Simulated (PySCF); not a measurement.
From one molecule to another.

First species: C₅H₉N.
Numbering: `[CH2:1]=[C:2]([CH3:3])[C@@H:4]1[CH2:5][NH:6]1` (hydrogens: H7, H8 on C1; H9, H10, H11 on C3; H12 on C4; H13, H14 on C5; H15 on N6)

Second species: C7H12O2Si.
Numbering: `[CH3:1][CH2:2][C:3]1=[C:4]([O:5][CH3:6])[SiH2:7][CH:8]=[CH:9][O:10]1` (hydrogens: H11, H12, H13 on C1; H14, H15 on C2; H16, H17, H18 on C6; H19, H20 on Si7; H21 on C8; H22 on C9)

Levels: PBE0/pcSseg-1 for dipole moment, HOMO energy, LUMO energy and HOMO–LUMO gap; GFN2-xTB for rotational constant A and rotational constant C. Geometries: GFN2-xTB. Each structure is a single optimised conformer of the isolated species, non-relativistic unless stated. Electronic properties by PySCF.

The conformers computed, where there is a choice (atom-mapped SMILES and torsion angles):
- `[CH2:1]=[C:2]([CH3:3])[C@@H:4]1[CH2:5][NH:6]1`: C1–C2–C4–C5 42°
- `[CH3:1][CH2:2][C:3]1=[C:4]([O:5][CH3:6])[SiH2:7][CH:8]=[CH:9][O:10]1`: C1–C2–C3–C4 -84°, C3–C4–O5–C6 -161°

(1) Which has the higher HOMO energy?

(2) Which of the two has the higher LUMO energy, and by how much?

(3) Which has the higher HOMO–LUMO gap?

(4) Which of the two has the higher rotational constant A, and by how much?

(5) Which of the two has the higher dipole moment, and by how much?

(6) Which has the higher rotational constant C?

## Answers

(1) The second: -5.95 eV against -6.54 eV, a difference of 0.59 eV.

(2) The first: 0.19 eV against -0.07 eV, a difference of 0.26 eV.

(3) The first: 6.73 eV against 5.88 eV, a difference of 0.85 eV.

(4) The first: 6.896 GHz against 1.315 GHz, a difference of 5.581 GHz.

(5) The first: 1.47 D against 0.79 D, a difference of 0.68 D.

(6) The first: 2.241 GHz against 0.662 GHz, a difference of 1.579 GHz.

On the first: The dipole equals about 4.9 × 10⁻³⁰ C·m (1 D = 3.33564 × 10⁻³⁰ C·m). A dipole of 1.47 D is allowed in C1, and pure rotational transitions are dipole-allowed.

On the second: The dipole matches unit charges of opposite sign 0.16 Å apart (1 e·Å = 4.8032 D). A dipole of 0.79 D is allowed in C1, and pure rotational transitions are dipole-allowed.
